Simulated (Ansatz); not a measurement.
An input meant for SeH2 (H₂Se) (charge 0, singlet; atoms displaced at random, 0.03 Å in each coordinate).

```yaml
crystal:
  periodic: [false, false, false]
  atoms:
    - {symbol: Se, position_ang: [-0.011676, -0.005096, -0.460596]}
    - {symbol: H, position_ang: [0.759130, -0.006593, 0.273070]}
    - {symbol: H, position_ang: [-0.599110, 0.023428, 0.195271]}
basis:
  gaussian: {orbitals: def2-SVP}
hamiltonian: {xc: {name: B2GP-PLYP}}
scf: {lower_state_search: off}
output: {forces: true}
```

```sh
$ ansatz run in.yaml --threads 2 --pin off --events-out ev --progress --plain --max-ram 4352MiB
```

Output, abridged:

```
Functional definition: B2GP-PLYP
410 factors; integrals over basis functions are off by at most 1.0e-3 eV
mean field evaluation 1: about -65340.7796 eV, gradient 8.8e0 eV
mean field evaluation 2: about -65340.8763 eV, gradient 8.8e0 eV
mean field evaluation 4: about -65341.1458 eV, gradient 1.5e0 eV
mean field evaluation 8: about -65341.1490 eV, gradient 7.0e-3 eV
mean field evaluation 16: about -65341.1490 eV, gradient 2.3e-6 eV
mean field -65341.14898945 eV, -2401.2429355406 hartree, gradient 2.3e-6 eV, S^2 0.000000; 0 other end points of the search recorded, 0 dependent functions left out
9 core orbitals not correlated: weight in the atoms' cores, before any rotation towards them, 1.000 or more for the frozen orbitals, at most 0.000 for the correlated occupied ones
reference -65341.14905567 eV, -2401.2429379742 hartree; 9, 9 occupied and 24, 24 virtual orbitals, 410 factors
second order -7.84075649 eV of doubles, -0.00000000 eV of singles
Total energy: -65343.97172800 eV, -2401.3466692693 hartree
Atom 0 at    -0.011676    -0.005096    -0.460596 Å, force    25.673585    -2.090954   -66.127249 eV/Å
Atom 1 at     0.759130    -0.006593     0.273070 Å, force    19.876807    -0.074168    17.341070 eV/Å
Atom 2 at    -0.599110     0.023428     0.195271 Å, force   -45.550391     2.165122    48.786179 eV/Å
Dipole moment:    -0.004727     0.005704     0.248166 e Å
Checks for a lower state left out: starts, cluster_reference, orbital_swaps, neighbouring_geometries, increment
```

In this input the geometry is squeezed to about two thirds of its size. Self-consistency was reached. The result belongs to that input, not to the species as meant.

Correlated methods freeze 9 core orbitals; core or outer-core shells of Se are correlated, in sets that lack core-valence functions.
